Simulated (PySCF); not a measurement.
# Static response to an electric field

Compound: C₄H₂F₆O₃.
SMILES with atom numbers: `[F:1][C:2]1([F:3])[O:4][CH2:5][O:6][C@@:7]([F:8])([C:9]([F:10])([F:11])[F:12])[O:13]1` (hydrogens: H14, H15 on C5)

Cartesian coordinates in Å at the PBE0-D3(BJ)/def2-SVP level; atoms count from 1:
```xyz
15
C4H2F6O3 angstrom
F     -2.110   -0.968   -0.911
C     -1.367   -1.074    0.204
F     -1.655   -2.213    0.789
O     -1.656   -0.063    1.062
C     -1.148    1.170    0.631
O      0.241    1.073    0.469
C      0.591    0.089   -0.404
F      0.308    0.472   -1.674
C      2.112   -0.141   -0.299
F      2.488   -1.053   -1.181
F      2.750    0.991   -0.550
F      2.429   -0.555    0.916
O     -0.032   -1.116   -0.149
H     -1.337    1.899    1.424
H     -1.625    1.475   -0.316
```

Level: wB97X-D/def2-SVPD (PySCF), static field, nuclei fixed, core orbitals frozen in the response. The polarisability tensor in these axes (au):

```
x   65.33  1.15 -3.15
y    1.15 61.55  0.66
z   -3.15  0.66 56.65
```

**Question.** Give the principal values, the mean and the anisotropy Δα = √{½[(α1 − α2)² + (α2 − α3)² + (α1 − α3)²]}.

**Answer.** Principal values 55.46, 61.55 and 66.51 au; mean 61.18 au = 9.07 Å³ = 10.09 × 10⁻⁴⁰ C²·m²/J; Δα = 9.59 au (16 % of the mean).

**Question.** What is the dipole moment, and where does it point?

**Answer.** (-1.28, 2.19, 0.67) D, 2.62 D in size, pointing from the negative to the positive side. Measured along this direction, the outermost atoms are F10 at the negative end and H14 at the positive end.

**Question.** Find the Langevin capture rate constant for O2+ (31.990 u) meeting this molecule (211.991 u), k = 2.342 × 10⁻⁹ cm³/s × √(α in Å³ / reduced mass in u).

**Answer.** The reduced mass is 27.80 u, so k = 1.34 × 10⁻⁹ cm³/s. The formula leaves out the permanent dipole, which adds to the capture rate.

**Question.** Directions of the eigenvectors, and the extent of the frame along each?

**Answer.** Largest value along (0.94, 0.18, -0.29), where the nuclei span 5.10 Å; middle along (-0.12, 0.97, 0.21), 4.09 Å; least along (0.32, -0.16, 0.93), 3.26 Å. The response follows the extents in order.

**Question.** Orientational against electronic polarisability at 250 K (dilute gas, rigid molecules)?

**Answer.** In Gaussian units μ²/3kT = 66.52 Å³ against 9.07 Å³, a ratio of 7.34; the Debye molar polarisation (4π/3)N_A(α + μ²/3kT) is 190.7 cm³/mol, leaving out the vibrational part.

**Question.** What would n − 1 = 2πNα be for an ideal gas of these molecules at 298.15 K and 1 atm, electronic part alone?

**Answer.** N = p/kT = 2.4615 × 10¹⁹ cm⁻³, so n − 1 = 2π × N × 9.07 × 10⁻²⁴ cm³ = 1402 × 10⁻⁶ at long wavelengths, for an ideal gas.

**Question.** Traceless (Buckingham) quadrupole moment about the centre of nuclear charge: eigenvalues?

**Answer.** -7.63, -2.92, 10.55 D·Å. The values depend on the origin, since the dipole doesn't vanish. The electronic extent ⟨r²⟩ about the same centre is 1935 bohr², a root-mean-square distance of 2.28 Å for the 104 electrons.

The structure is a single PBE0-D3(BJ)/def2-SVP conformer in the gas phase; no vibrational or solvent corrections.

The run behind these numbers computed excited states as well. Hardware: 2 threads of an Intel Xeon Platinum 8488C, no GPU, shared host with 192 logical CPUs at a one-minute load of 91. Cost: 86 s wall, 3.1 min CPU, 1.9 GiB resident at most.
